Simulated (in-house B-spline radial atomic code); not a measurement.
A radial electron density 4πr²n(r) was computed for an atom or ion in its tabulated ground configuration with an all-electron radial atomic-structure program (B-spline basis); method: non-relativistic wB97X, spin-polarised, spherical fractional occupations, exact exchange averaged over the configuration. Columns: r (bohr), 4πr²n(r) (electrons per bohr), bar.

```
 0.00135    1.563 #
 0.00164    2.243 #
   0.002    3.222 ##
 0.00243    4.564 ###
 0.00295    6.399 ####
 0.00359    8.912 #####
 0.00437    12.25 #######
 0.00532    16.58 #########
 0.00647    21.97 #############
 0.00787    28.44 ################
 0.00957    35.77 ####################
  0.0116    43.36 #########################
  0.0142    50.88 #############################
  0.0172    56.52 ################################
   0.021    59.72 ##################################
  0.0255    59.63 ##################################
   0.031    56.86 ################################
  0.0377    53.38 ###############################
  0.0459    52.26 ##############################
  0.0558    56.06 ################################
  0.0679    64.61 #####################################
  0.0825    73.63 ##########################################
     0.1       77 ############################################
   0.122    71.22 #########################################
   0.149    60.05 ##################################
   0.181    53.42 ###############################
    0.22    56.17 ################################
   0.267    62.11 ###################################
   0.325     59.4 ##################################
   0.396    44.12 #########################
   0.481     26.6 ###############
   0.585    18.01 ##########
   0.712    18.74 ###########
   0.866    20.37 ############
    1.05    17.52 ##########
    1.28    11.39 #######
    1.56    5.814 ###
     1.9    2.386 #
    2.31    0.763 
    2.81   0.1817 
    3.41  0.03219 
    4.15 0.003396
```

Problem. Which atom or ion is it?
A. In3+
B. Sb4+
C. Cd3+
D. Ag3+

Solution. C. The area under the curve, ∫4πr²n dr = ∫r·4πr²n d(ln r) on this logarithmic grid, is 45 electrons, which only this option has. The configuration is [Kr] 4d9.
